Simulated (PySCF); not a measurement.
CH2I, SMILES I[CH2], multiplicity 2.

Coordinates come from a B3LYP-D3(BJ)/def2-TZVP optimisation. The isomer is the one that the SMILES or the coordinates give; other isomers of the formula were not compared. The def2 effective core potentials stand for the cores of I; spin–orbit coupling is left out.

The numbers are results of CAM-B3LYP/def2-TZVPD in PySCF, not measurements.

Gas-phase values at a fixed geometry.

Computed frontier levels, dipole moment and polarisability:
```yaml
"α spin, highest occupied and lowest empty level": -7.53 and -0.02 eV
"β spin, highest occupied and lowest empty level": -8.90 and -1.10 eV
dipole_moment: 0.74 D
quadrupole, principal values (traceless, Buckingham form, about the centre of nuclear charge): -3.69, -0.78, 4.47 D·Å
mean_static_polarisability: 48.1 bohr³ (7.12 Å³)
polarisability_principal_values: 41.2, 42.5, 60.5 bohr³
"⟨S²⟩": 0.757 (pure state 0.75)
```
